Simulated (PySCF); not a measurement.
Species: C2H7NOSi.
Atom-mapped SMILES: `[CH3:1][O:2]/[CH:3]=[N:4]\[SiH3:5]` (hydrogens: H6, H7, H8 on C1; H9 on C3; H10, H11, H12 on Si5)

The same species was optimised twice, with GFN2-xTB and with PBE0-D3(BJ)/def2-SVP (PySCF), and the same property calculations (PySCF, gas phase) were run on both structures.

| coordinate | GFN2-xTB | PBE0-D3(BJ)/def2-SVP | change |
| --- | --- | --- | --- |
| Si5–H11 (Å) | 1.461 | 1.493 | +0.032 |
| Si5–H12 (Å) | 1.461 | 1.493 | +0.032 |
| Si5–H10 (Å) | 1.475 | 1.504 | +0.029 |
| C3–H9 (Å) | 1.094 | 1.104 | +0.010 |
| C1–H6 (Å) | 1.092 | 1.102 | +0.010 |
| C1–H7 (Å) | 1.093 | 1.102 | +0.009 |
| C1–H8 (Å) | 1.088 | 1.097 | +0.009 |
| C3=N4 (Å) | 1.242 | 1.250 | +0.008 |
| N4–Si5 (Å) | 1.707 | 1.712 | +0.005 |
| C1–O2 (Å) | 1.413 | 1.410 | -0.003 |
| O2–C3 (Å) | 1.338 | 1.339 | +0.001 |
| C3–N4–Si5 (°) | 146.8 | 152.9 | +6.1 |
| N4–Si5–H11 (°) | 103.1 | 108.1 | +5.0 |
| N4–Si5–H12 (°) | 103.2 | 108.1 | +4.9 |
| H11–Si5–H12 (°) | 113.9 | 109.1 | -4.8 |
| N4–Si5–H10 (°) | 120.2 | 116.6 | -3.6 |
| N4–C3–H9 (°) | 120.3 | 122.9 | +2.6 |
| O2–C3–N4 (°) | 131.6 | 129.2 | -2.4 |
| C1–O2–C3 (°) | 119.0 | 117.8 | -1.2 |
| C1–O2–C3–N4 (°) | 0 | 0 | 0 |

Rotational constants: A = 8075, B = 2497, C = 1976 MHz (GFN2-xTB) against A = 8318, B = 2405, C = 1931 MHz (PBE0-D3(BJ)/def2-SVP). Point groups within 0.08 Å: Cs and Cs.

On the GFN2-xTB structure: isotropic polarisability (au) 63.9 [CAM-B3LYP/def2-SVPD]; HOMO (eV) -8.69 [CAM-B3LYP/def2-SVPD]; LUMO (eV) 1.06 [CAM-B3LYP/def2-SVPD]; dipole (D) 1.82 [CAM-B3LYP/def2-SVPD]; HOMO (eV) -7.26 [PBE0/pcSseg-1]; LUMO (eV) 0.17 [PBE0/pcSseg-1]; dipole (D) 1.93 [PBE0/pcSseg-1]; GIAO shielding of C1 (ppm) 132.0 [PBE0/pcSseg-1]; GIAO shielding of O2 (ppm) 153.9 [PBE0/pcSseg-1]; GIAO shielding of C3 (ppm) 31.9 [PBE0/pcSseg-1]; GIAO shielding of N4 (ppm) 35.6 [PBE0/pcSseg-1]; GIAO shielding of Si5 (ppm) 419.8 [PBE0/pcSseg-1].

Q: What do these properties become on the PBE0-D3(BJ)/def2-SVP structure?

A: 
```tsv
property	level	on GFN2-xTB	on PBE0-D3(BJ)/def2-SVP	change
isotropic polarisability (au)	CAM-B3LYP/def2-SVPD	63.9	65.5	+1.6
HOMO (eV)	CAM-B3LYP/def2-SVPD	-8.69	-8.61	+0.08
LUMO (eV)	CAM-B3LYP/def2-SVPD	1.06	0.94	-0.12
dipole (D)	CAM-B3LYP/def2-SVPD	1.82	1.61	-0.21
energy, GFN2-xTB geometry as zero (kcal/mol)	CAM-B3LYP/def2-SVPD	0.0	-1.8	-1.8
HOMO (eV)	PBE0/pcSseg-1	-7.26	-7.18	+0.08
LUMO (eV)	PBE0/pcSseg-1	0.17	-0.11	-0.28
dipole (D)	PBE0/pcSseg-1	1.93	1.73	-0.20
energy, GFN2-xTB geometry as zero (kcal/mol)	PBE0/pcSseg-1	0.0	-1.7	-1.7
GIAO shielding of C1 (ppm)	PBE0/pcSseg-1	132.0	130.4	-1.6
GIAO shielding of O2 (ppm)	PBE0/pcSseg-1	153.9	138.7	-15.2
GIAO shielding of C3 (ppm)	PBE0/pcSseg-1	31.9	30.3	-1.6
GIAO shielding of N4 (ppm)	PBE0/pcSseg-1	35.6	34.9	-0.7
GIAO shielding of Si5 (ppm)	PBE0/pcSseg-1	419.8	423.2	+3.4
```

The heavy atoms differ by 0.038 Å rms after alignment. Among all bonds Si5–H11 and Si5–H12 change most and about equally (+0.032 Å). Changes are differences of the printed values. Neither structure is proved a minimum here.

The values belong to the conformer `[CH3:1][O:2]/[CH:3]=[N:4]\[SiH3:5]`: C1–O2–C3–N4 0°.
